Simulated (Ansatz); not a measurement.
Steps of a relaxation of C$_{9}$H$_{9}$N (`Cc1cccc(C)c1C#N`) with RKS PBE-D4/def2-SVP.

```sh
$ ansatz run in.yaml --threads 2 --pin off --events-out ev --progress --plain --max-ram 32768MiB --backend cuda --devices 0, --max-vram 18GiB
```

```yaml
crystal:
  periodic: [false, false, false]
  atoms:
    - {symbol: C, position_ang: [1.853640, -1.809810, -0.244570]}
    - {symbol: C, position_ang: [0.698930, -0.887220, -0.478870]}
    - {symbol: C, position_ang: [0.001200, -0.884740, -1.676080]}
    - {symbol: C, position_ang: [-1.063370, -0.021090, -1.871040]}
    - {symbol: C, position_ang: [-1.448400, 0.856450, -0.871470]}
    - {symbol: C, position_ang: [-0.777220, 0.885600, 0.340510]}
    - {symbol: C, position_ang: [-1.173590, 1.824680, 1.435410]}
    - {symbol: C, position_ang: [0.298090, 0.005080, 0.525590]}
    - {symbol: C, position_ang: [0.993680, 0.017580, 1.755200]}
    - {symbol: N, position_ang: [1.553740, 0.024760, 2.756720]}
    - {symbol: H, position_ang: [2.028610, -2.439410, -1.113340]}
    - {symbol: H, position_ang: [1.664040, -2.446490, 0.619260]}
    - {symbol: H, position_ang: [2.759080, -1.240580, -0.034970]}
    - {symbol: H, position_ang: [0.294200, -1.564920, -2.462380]}
    - {symbol: H, position_ang: [-1.597510, -0.031850, -2.809690]}
    - {symbol: H, position_ang: [-2.279690, 1.526460, -1.034190]}
    - {symbol: H, position_ang: [-0.341780, 2.478850, 1.696270]}
    - {symbol: H, position_ang: [-1.443310, 1.270260, 2.334100]}
    - {symbol: H, position_ang: [-2.020320, 2.436390, 1.133550]}
basis:
  gaussian: {orbitals: def2-SVP}
hamiltonian: {xc: pbe, dispersion: d4}
relax: {f_tol: 0.03, max_steps: 200}
```

Positions (Å) and forces (eV/Å) along the path, 4 of 4 steps:

```xyz
19
step=1 energy=-10947.9708 eV
C     1.854   -1.810   -0.245   -0.392    0.269   -0.160
C     0.699   -0.887   -0.479    0.544   -0.452    0.082
C     0.001   -0.885   -1.676   -0.031   -0.047   -0.142
C    -1.063   -0.021   -1.871   -0.091    0.001   -0.155
C    -1.448    0.856   -0.871   -0.103    0.038   -0.103
C    -0.777    0.886    0.341   -0.211    0.451    0.486
C    -1.174    1.825    1.435    0.053   -0.263   -0.401
C     0.298    0.005    0.526   -0.016    0.006   -0.043
C     0.994    0.018    1.755   -1.221   -0.027   -2.168
N     1.554    0.025    2.757    1.668    0.028    2.963
H     2.029   -2.439   -1.113    0.155   -0.404   -0.486
H     1.664   -2.446    0.619   -0.021   -0.408    0.523
H     2.759   -1.241   -0.035    0.587    0.262    0.160
H     0.294   -1.565   -2.462    0.217   -0.474   -0.525
H    -1.598   -0.032   -2.810   -0.369   -0.007   -0.651
H    -2.280    1.526   -1.034   -0.570    0.471   -0.089
H    -0.342    2.479    1.696    0.451    0.417    0.237
H    -1.443    1.270    2.334   -0.155   -0.252    0.592
H    -2.020    2.436    1.134   -0.496    0.391   -0.119
19
step=2 energy=-10948.1388 eV
C     1.868   -1.828   -0.252   -0.157    0.114   -0.055
C     0.708   -0.898   -0.483    0.201   -0.175    0.016
C     0.002   -0.893   -1.691   -0.030    0.005   -0.040
C    -1.072   -0.021   -1.888   -0.025    0.001   -0.042
C    -1.461    0.864   -0.879   -0.018   -0.008   -0.048
C    -0.785    0.896    0.346   -0.091    0.171    0.171
C    -1.189    1.842    1.444    0.032   -0.111   -0.155
C     0.301    0.006    0.530   -0.011    0.006   -0.027
C     1.005    0.018    1.772    0.162   -0.007    0.312
N     1.580    0.026    2.797   -0.042    0.004   -0.091
H     2.048   -2.466   -1.130    0.041   -0.111   -0.137
H     1.686   -2.477    0.622   -0.001   -0.118    0.152
H     2.791   -1.262   -0.037    0.171    0.070    0.049
H     0.299   -1.583   -2.487    0.063   -0.127   -0.133
H    -1.614   -0.031   -2.840   -0.095   -0.002   -0.167
H    -2.304    1.544   -1.043   -0.149    0.127   -0.015
H    -0.353    2.509    1.718    0.128    0.121    0.074
H    -1.463    1.290    2.360   -0.043   -0.069    0.173
H    -2.046    2.462    1.141   -0.138    0.107   -0.037
19
step=3 energy=-10948.1493 eV
C     1.872   -1.834   -0.254   -0.029    0.023   -0.008
C     0.712   -0.902   -0.484    0.032   -0.024    0.012
C     0.002   -0.896   -1.696   -0.017    0.014   -0.004
C    -1.075   -0.021   -1.894    0.000    0.000    0.002
C    -1.466    0.867   -0.881    0.005   -0.015   -0.018
C    -0.789    0.901    0.349   -0.005    0.022    0.031
C    -1.194    1.847    1.447    0.008   -0.022   -0.027
C     0.303    0.006    0.533   -0.019    0.005   -0.041
C     1.009    0.019    1.778    0.005   -0.007    0.032
N     1.586    0.028    2.802    0.004    0.004   -0.006
H     2.054   -2.475   -1.137    0.003   -0.004   -0.002
H     1.694   -2.489    0.623    0.004   -0.006    0.005
H     2.803   -1.270   -0.036    0.008   -0.001    0.003
H     0.302   -1.590   -2.496    0.005   -0.004    0.001
H    -1.619   -0.031   -2.851    0.000    0.000   -0.001
H    -2.313    1.551   -1.045   -0.002    0.005    0.006
H    -0.357    2.520    1.726    0.002    0.005    0.006
H    -1.470    1.297    2.370   -0.002    0.001    0.008
H    -2.055    2.471    1.143   -0.003    0.004    0.001
19
step=4 energy=-10948.1494 eV
C     1.872   -1.834   -0.254   -0.008    0.007   -0.003
C     0.712   -0.902   -0.484    0.011   -0.007    0.005
C     0.002   -0.895   -1.696   -0.007    0.004   -0.002
C    -1.076   -0.021   -1.894    0.001    0.000    0.001
C    -1.466    0.867   -0.881    0.002   -0.005   -0.007
C    -0.789    0.901    0.349   -0.001    0.006    0.012
C    -1.194    1.847    1.447    0.002   -0.006   -0.008
C     0.302    0.006    0.532   -0.004    0.003   -0.015
C     1.009    0.019    1.778   -0.004   -0.005    0.011
N     1.586    0.028    2.802    0.003    0.003   -0.006
H     2.054   -2.475   -1.137    0.001    0.000    0.001
H     1.694   -2.490    0.623    0.001   -0.001    0.000
H     2.803   -1.271   -0.035    0.000   -0.002    0.001
H     0.302   -1.590   -2.496    0.002    0.000    0.002
H    -1.619   -0.031   -2.851    0.001    0.000    0.001
H    -2.313    1.551   -1.045    0.001    0.001    0.003
H    -0.357    2.521    1.727   -0.001    0.000    0.001
H    -1.470    1.298    2.371    0.000    0.001    0.000
H    -2.055    2.471    1.143    0.000    0.000    0.001
```

It took 7.5 s on 2 threads of an AMD EPYC 7R13 on a shared host and a share of an NVIDIA H100 80 GB, with 0.85 GiB of host memory at the peak.
